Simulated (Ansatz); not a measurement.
System: GeCl3, charge 0, multiplicity 2. It need not be the lowest isomer of its formula. SMILES: [Cl][Ge]([Cl])[Cl]
Structure (B3LYP-D3(BJ)/def2-TZVP (Ansatz, an electronic-structure program) minimum search):
```
Ge
Cl 1 2.1745
Cl 1 2.1745 2 108.54
Cl 1 2.1745 2 108.54 3 117.80
```
Charge 0, spin multiplicity 2.

Quantity: vertical ionisation energy (to the singlet state of charge +1; each state is the SCF solution reached for its spin; the molecule has degenerate orbitals, so one determinant may break the symmetry), in eV. Correlated levels leave the core frozen unless marked. Open shells are spin-unrestricted. Spin-orbit coupling is left out. Frozen are the shells of the preceding noble gas and the d and f shells that filled before the atom's block. No relativistic terms. CBS(X,Y): correlation extrapolated as X^-3; Hartree-Fock from the larger set. The bracket is a focal-point correction in the basis named.

RI-MP2/CBS(def2-TZVPPD,def2-QZVPPD)+[CCSD(T)-MP2]/def2-TZVPPD (Ansatz) gives 9.60 eV.

**Question.** Another calculation gave 9.67 eV. Which level was it?
A. wB97X-V/def2-TZVPD (Ansatz)
B. SVWN5/def2-TZVPD (Ansatz)
C. B3LYP/def2-TZVPD (Ansatz)
D. PBE/def2-TZVPD (Ansatz)

**Answer.** C, B3LYP/def2-TZVPD (Ansatz). The others give 9.80 (wB97X-V), 9.55 (SVWN5), 9.42 (PBE) eV.
